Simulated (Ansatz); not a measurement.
`CCC(F)CC(F)CC(F)CC(C)F`. Charge 0, multiplicity 3. Geometry r2SCAN-D4/def2-SVP, that of the neutral singlet; atoms count from 1.

```csv
atom,x (Å),y (Å),z (Å)
C1,2.295,0.779,4.068
C2,0.835,0.420,3.819
C3,0.346,0.778,2.427
F4,-1.038,0.561,2.387
C5,0.964,-0.034,1.303
C6,0.424,0.369,-0.054
F7,0.792,1.705,-0.289
C8,0.936,-0.478,-1.201
C9,0.532,0.055,-2.568
F10,1.088,-0.786,-3.525
C11,-0.968,0.171,-2.813
C12,-1.805,-1.022,-2.377
C13,-3.238,-0.955,-2.855
F14,-1.225,-2.189,-2.874
H15,2.980,0.199,3.430
H16,2.575,0.581,5.113
H17,2.482,1.848,3.872
H18,0.186,0.954,4.534
H19,0.661,-0.658,3.984
H20,0.506,1.854,2.229
H21,0.753,-1.104,1.475
H22,2.059,0.096,1.301
H23,-0.680,0.358,-0.014
H24,0.563,-1.510,-1.097
H25,2.037,-0.526,-1.164
H26,0.985,1.052,-2.713
H27,-1.345,1.072,-2.298
H28,-1.108,0.341,-3.895
H29,-1.788,-1.113,-1.273
H30,-3.270,-0.900,-3.955
H31,-3.791,-1.849,-2.534
H32,-3.743,-0.066,-2.445
```

At PBE0-D4/def2-SVP a singlet of charge 0 lies 8.84 eV below the triplet at the same geometry.

Question: Estimate the Mulliken populations of the heavy atoms from the PBE0/def2-SVP orbitals of Ansatz.

Answer: 
```
atom  charge (e)  spin (α − β)
  C1       -0.11          0.00
  C2       -0.06          0.01
  C3        0.18          0.01
  F4       -0.27          0.01
  C5       -0.04          0.04
  C6        0.25          0.00
  F7       -0.27          0.04
  C8        0.00          0.02
  C9        0.21          0.05
 F10       -0.24          0.05
 C11       -0.04          0.06
 C12        0.34          0.05
 C13       -0.01         -0.03
 F14       -0.18          0.16
```
Mulliken values depend strongly on the basis.

Question: Where does the spin sit?

Answer: Summed by element: C 0.20, F 0.25, H 1.55, of 2 unpaired in all. Largest on single atoms: H29 0.64, H23 0.20, H27 0.20.

Question: And the Mayer bond orders between heavy atoms (over 0.3)?

Answer: C1–C2 1.07 (1.52 Å); C2–C3 1.05 (1.52 Å); C3–F4 0.95 (1.40 Å); C3–C5 1.03 (1.52 Å); C5–C6 1.02 (1.52 Å); C6–F7 0.91 (1.40 Å); C6–C8 1.06 (1.51 Å); C8–C9 0.97 (1.52 Å); C9–F10 0.98 (1.39 Å); C9–C11 1.07 (1.52 Å); C11–C12 0.96 (1.52 Å); C12–C13 1.12 (1.51 Å); C12–F14 0.97 (1.40 Å).
